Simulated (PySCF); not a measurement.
A run for PySCF: U-HF/LANL2DZ on GeH6Si (SMILES [SiH3][GeH3]), a point of a bond scan (R = 2.627 Å).

```python
from pyscf import gto, scf, dft, mp
from pyscf.data.elements import chemcore

mol = gto.M(
    atom='''
    Si   -1.60407886   -0.12828814    0.02054821
    Ge    1.01395577    0.08109234   -0.01298874
    H    -2.17715491    0.81800631    1.00694953
    H    -1.99904053   -1.50734552    0.39348646
    H    -2.15616106    0.18290136   -1.31931867
    H     1.44210218    1.50880600   -0.39891139
    H     1.62629734   -0.89593278   -1.03331794
    H     1.60458677   -0.23914550    1.37236850
    ''',
    basis='lanl2dz',
    ecp={'Ge': 'lanl2dz', 'Si': 'lanl2dz'},
    charge=0, spin=0, verbose=3, max_memory=1800)
mf = scf.UHF(mol)
mf.conv_tol = 1e-8
mf.max_cycle = 100
mf.init_guess_breaksym = True
mf.kernel()
if not mf.converged:
    mf = mf.newton().run(mf.mo_coeff, mf.mo_occ)
for _ in range(4):
    mo, _, stable, _ = mf.stability(return_status=True)
    if stable:
        break
    mf.kernel(mf.make_rdm1(mo, mf.mo_occ))
```

It printed:

```
converged SCF energy = -10.8257793438966  <S^2> = 2.5298794e-09  2S+1 = 1
<class 'pyscf.scf.uhf.UHF'> wavefunction is stable in the internal stability analysis
```

Self-consistency was reached.

Cost: about 0.3 core-seconds (a rough figure).
